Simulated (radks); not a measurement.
Results of a calculation; reference values are marked as such.
Q: These are the eigenvalues of the occupied orbitals of an atom or ion with whole-number occupations (hartree). Code: a radial shooting solver on a logarithmic mesh with Libxc functionals. Model: scalar-relativistic Kohn-Sham, exchange-only LDA, spin-polarised, spherical densities, point nucleus.

orbital  eigenvalue
1s up     -444.1468
1s down   -443.9100
2s up     -88.50258
2s down   -88.16627
2p up     -82.95436
2p down   -82.55340

Which element is it, and in what charge state? The configuration may be excited. Open shells, if any, are filled with parallel spins first.

A: Z = 32, germanium, charge +23: Ge23+ in [He] 2s2 2p5. The list shows which subshells hold electrons but not how many an open one holds; the 1s level, -444.15 hartree, gives Z - s = 29.8 by -(Z - s)^2/2, which with screening and relativity narrows Z to a few neighbours, and the depths of the outer levels then fix element, charge and occupations together.
